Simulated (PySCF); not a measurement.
Br2.
SMILES: `BrBr`

Method used: PBE0-D3(BJ)/def2-SVP geometry optimisation, gas phase (PySCF).

Take the most abundant isotopes and a rigid rotor. 

(1) What are the moment of inertia and the rotational constant?

(2) List the first levels of a rigid rotor in a Σ state.

(3) Has it a pure rotational spectrum?

(4) Estimate the classical rotational partition function at 10 K, 25 K and 500 K.

## Answers

(1) I = 208.509 u·Å², B = 505379 MHz·u·Å²/I = 2424 MHz (0.0808 cm⁻¹, or 0.116 K as hB/k). For two atoms I = μr² with μ = 39.4592 u and r = 2.2987 Å.

(2) E(J) = BJ(J+1): J = 1: 0.162, J = 2: 0.485, J = 3: 0.970, J = 4: 1.617, J = 5: 2.425, J = 6: 3.396 cm⁻¹.

(3) Not by electric dipole: D∞h allows no dipole (computed 0.00 D). Rotational Raman lines (ΔJ = 2) lie at B(4J + 6), spaced by 4B = 0.323 cm⁻¹, with nuclear-spin weights that differ between even and odd J.

(4) Point group D∞h, symmetry number σ = 2; q = kT/(σhB), k/h = 20836.6 MHz/K: 43.0 at 10 K, 107 at 25 K, 2150 at 500 K.

PBE0-D3(BJ)/def2-SVP frequencies: not computed here. Constants of a rigid frame at the computed geometry: no zero-point averaging, no centrifugal distortion.

On one thread, Intel Xeon 6975P-C (x86_64), shared host with 32 logical CPUs at a one-minute load of 12, this took 5.6 s wall and 0.30 GiB of memory at its peak. This is the geometry optimisation.
